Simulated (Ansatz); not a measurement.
`BBr` + `OBF` → `BOBF` + HBr  (ligand exchange at a B–Br bond)

Computed with Ansatz on PBE0-D4/def2-TZVP structures; ΔE is electronic, products minus reactants. CCSD(T)/CBS is the MP2 limit (def2-TZVPP, def2-QZVPP) plus CCSD(T) − MP2 in def2-TZVPP, frozen cores. This one scheme is used for every species. Functionals use def2-TZVPP. For Br outer-core shells are correlated without core-valence functions, which leaves a few kJ/mol of doubt a bond. Scalar relativity is left out up to krypton. Each species was taken in one conformer, which may not be the lowest.

Problem. Is it downhill or uphill in electronic energy at CCSD(T)/CBS, and by how much? (Estimate.)

Solution. Computed: Downhill: ΔE = -24.9 kJ/mol.

Problem. What do these levels give: r2SCAN-D4, ωB97M-V, CAM-B3LYP, MP2/def2-SVP, CCSD(T)/def2-TZVPP, HF/CBS(def2)? (Best estimate.)

Solution. Ansatz gave: r2SCAN-D4 -24.0, ωB97M-V -28.7, CAM-B3LYP -34.5, MP2/def2-SVP -34.0, CCSD(T)/def2-TZVPP -26.0, HF/CBS(def2) -40.2 kJ/mol.

Largest T1 diagnostic among the species: 0.013.

From BLYP to BHLYP (50 % exact exchange), in def2-TZVPP and without D4, ΔE moves by −6.8 kJ/mol. Leaving LDA and LC-ωPBE aside and taking each functional with its dispersion term where it has one, the values, not all of them listed here, spread over 16.7 kJ/mol, from CAM-B3LYP-D4 to revPBE-D4. LDA lies −6.8 kJ/mol from PBE without D4.
